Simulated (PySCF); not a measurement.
C3H2BrF, SMILES C(=CBr)=CF. Atoms are numbered in the order given.

```xyz
7

F     -3.1660     0.3731    -0.9460
C     -2.4152    -0.4396    -0.1923
C     -1.1239    -0.5915    -0.3626
C      0.1608    -0.7696    -0.4881
Br     1.4611     0.2840     0.4380
H     -2.9958    -0.9663     0.5731
H      0.6193    -1.5275    -1.1294
```
Charge 0, spin multiplicity 1.

Geometry: B3LYP-D3(BJ)/def2-SVP.

Calculation: TDA-ωB97X/def2-SVPD (PySCF).

Vertical excitations. 

| state | energy (eV) | λ (nm) | f | main pairs |
|---|---|---|---|---|
| S1 | 5.18 | 239 | 0.001 | HOMO−1→LUMO+1 50 %, HOMO→LUMO 44 % |
| S2 | 5.32 | 233 | 0.000 | HOMO→LUMO 50 %, HOMO−1→LUMO+1 45 % |
| S3 | 6.20 | 200 | 0.002 | HOMO−2→LUMO 78 % |
| S4 | 6.50 | 191 | 0.008 | HOMO→LUMO+1 59 %, HOMO−1→LUMO 26 %, HOMO−2→LUMO 9 % |
| S5 | 6.91 | 179 | 0.000 | HOMO−2→LUMO+1 94 % |
| S6 | 7.05 | 176 | 0.005 | HOMO→LUMO+2 43 %, HOMO−3→LUMO 34 % |
| S7 | 7.37 | 168 | 1.057 | HOMO−1→LUMO 51 %, HOMO→LUMO+1 29 % |
| S8 | 7.80 | 159 | 0.007 | HOMO→LUMO+2 44 %, HOMO−3→LUMO 32 %, HOMO→LUMO+3 14 % |
| S9 | 8.00 | 155 | 0.221 | HOMO−1→LUMO+2 74 % |
| S10 | 8.44 | 147 | 0.062 | HOMO−2→LUMO+2 72 % |
| T1 | 4.12 | 301 | 0 | HOMO−1→LUMO 38 %, HOMO→LUMO+1 37 %, HOMO−3→LUMO+1 9 % |
| T2 | 4.33 | 286 | 0 | HOMO→LUMO+1 39 %, HOMO−1→LUMO 39 %, HOMO−3→LUMO+1 8 % |
| T3 | 4.74 | 262 | 0 | HOMO→LUMO 90 % |
| T4 | 4.87 | 255 | 0 | HOMO−1→LUMO+1 92 % |
Triplets are in the Tamm–Dancoff approximation.
